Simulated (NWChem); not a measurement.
System: GeHSF, singlet; SMILES [F][Ge][SH]

NWChem input:

```
start job
memory heap 200 mb stack 900 mb global 1100 mb
geometry units angstroms noautosym nocenter noautoz
  Ge    -0.429977     0.512678     0.000000
  F      1.163966     1.249693     0.000000
  S      0.299889    -1.609351     0.000000
  H     -0.962314    -2.096335     0.000000
end
basis spherical
  * library def2-tzvp
end
dft
  xc pbe0
  iterations 150
end
property
  efieldgrad
end
task dft property
```

NWChem printed, in part:

```
             Northwest Computational Chemistry Package (NWChem) 7.3.0
             --------------------------------------------------------

                             Geometry "geometry" -> ""
                             -------------------------

 Output coordinates in angstroms (scale by  1.889725989 to convert to a.u.)

  No.       Tag          Charge          X              Y              Z
 ---- ---------------- ---------- -------------- -------------- --------------
    1 Ge                  32.0000    -0.42997700     0.51267800     0.00000000
    2 F                    9.0000     1.16396600     1.24969300     0.00000000
    3 S                   16.0000     0.29988900    -1.60935100     0.00000000
    4 H                    1.0000    -0.96231400    -2.09633500     0.00000000

 Effective nuclear repulsion energy (a.u.)     246.8547777319

                              NWChem Property Module
                              ----------------------

  itol2e modified to match energy
  convergence criterion.

                                 NWChem DFT Module
                                 -----------------

 Summary of "ao basis" -> "ao basis" (spherical)
 ------------------------------------------------------------------------------
       Tag                 Description            Shells   Functions and Types
 ---------------- ------------------------------  ------  ---------------------
 Ge                        def2-tzvp                16       48   6s5p4d1f
 F                         def2-tzvp                11       31   5s3p2d1f
 S                         def2-tzvp                13       37   5s5p2d1f
 H                         def2-tzvp                 4        6   3s1p

  itol2e modified to match energy
  convergence criterion.

            General Information
            -------------------
          SCF calculation type: DFT
          Wavefunction type:  closed shell.
          No. of atoms     :     4
          No. of electrons :    58
           Alpha electrons :    29
            Beta electrons :    29
          Charge           :     0
          Spin multiplicity:     1
          Use of symmetry is: off; symmetry adaption is: off
          Maximum number of iterations: 150
          AO basis - number of functions:   122
                     number of shells:    44
          Convergence on energy requested:  1.00D-07
          Convergence on density requested:  1.00D-05
          Convergence on gradient requested:  5.00D-04

[...]

          -----------------------
          Electric field gradient
          -----------------------

 1 a.u. = 0.324123 10**(16) esu/cm**3  ( or statvolts/cm**2 ) = 0.97174 10**(22) v/m**2

 ------------------------------------------------------------
   Atom      X         Y         Z
 ------------------------------------------------------------
    1 Ge  -0.81254   0.96882   0.00000
 ------------------------------------------------------------

 Electric field gradient in molecular frame (a.u.)
         XX             YY             ZZ             XY             XZ             YZ
 ------------------------------------------------------------------------------------------
        1.814687       0.933948      -2.748635      -1.060033       0.000000      -0.000000

 Principal components (a.u.) and orientation
 of principal axis w.r.t. absolute frame                      Asymmetry parameter eta
 --------------------------------------------------------------------------------------
       -2.748635       2.522183       0.226452                       0.835226

       -0.000000       0.831758       0.555139
        0.000000      -0.555139       0.831758
        1.000000       0.000000       0.000000

 ------------------------------------------------------------
   Atom      X         Y         Z
 ------------------------------------------------------------
    2 F    2.19958   2.36158   0.00000
 ------------------------------------------------------------

 Electric field gradient in molecular frame (a.u.)
         XX             YY             ZZ             XY             XZ             YZ
 ------------------------------------------------------------------------------------------
       -0.683276       0.472376       0.210900      -0.814669       0.000000       0.000000

 Principal components (a.u.) and orientation
 of principal axis w.r.t. absolute frame                      Asymmetry parameter eta
 --------------------------------------------------------------------------------------
       -1.104233       0.893334       0.210900                       0.618016

        0.888406      -0.459059       0.000000
        0.459059       0.888406       0.000000
       -0.000000      -0.000000       1.000000

 ------------------------------------------------------------
   Atom      X         Y         Z
 ------------------------------------------------------------
    3 S    0.56671  -3.04123   0.00000
 ------------------------------------------------------------

 Electric field gradient in molecular frame (a.u.)
         XX             YY             ZZ             XY             XZ             YZ
 ------------------------------------------------------------------------------------------
       -0.948085      -0.264879       1.212965      -0.964899      -0.000000      -0.000000

 Principal components (a.u.) and orientation
 of principal axis w.r.t. absolute frame                      Asymmetry parameter eta
 --------------------------------------------------------------------------------------
       -1.630066       1.212965       0.417101                       0.488240

        0.816619      -0.000000      -0.577177
        0.577177       0.000000       0.816619
        0.000000       1.000000      -0.000000

 ------------------------------------------------------------
   Atom      X         Y         Z
 ------------------------------------------------------------
    4 H   -1.81851  -3.96150   0.00000
 ------------------------------------------------------------

[...]
```

Level: PBE0/def2-TZVP. Low-valent species are run as closed-shell singlets; no triplet was tried in these runs. Geometry: optimised at PBE0/def2-SVP. NWChem prints the field gradient with the sign opposite to the second derivative of the potential.
